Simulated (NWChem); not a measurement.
## Atomisation of CH7InS

```
In
H 1 1.7476
H 1 1.7476 2 119.72
C 1 2.1985 2 119.36 3 -165.65
H 4 1.1009 1 111.40 2 -158.24
H 4 1.1009 5 109.17 1 -123.46
H 4 1.1023 5 107.81 6 -116.86
S 1 2.9799 2 93.20 3 95.52
H 8 1.3533 1 96.62 2 73.24
H 8 1.3533 9 92.68 6 -73.65
```
Charge 0, spin multiplicity 1.

Program: NWChem. All single points use one geometry, from B3LYP/def2-SVP with def2 effective core potentials on In, with no frequency check, so it may be a saddle point.

Basis set: def2-TZVP. The atomisation energy is electronic alone: no zero-point, thermal, spin-orbit or counterpoise terms. No value is extrapolated to the basis-set limit. Free atoms are single determinants with multiplicities In 2, H 2, C 3, S 3.

Effective core potentials replace the inner electrons of In; spin-orbit coupling is left out. B3LYP has NWChem's definition, with VWN1-RPA local correlation. The structure started from a generated list of species. The stability of the SCF solutions was not checked.

Question: For the atomisation energy, LC-wPBE (omega 0.3 per bohr) gives 659.2 kcal/mol and PBE0 gives 655.7 kcal/mol. What do BP86, M06-2X give?

Answer: BP86: 675.8 kcal/mol; M06-2X: 657.7 kcal/mol.
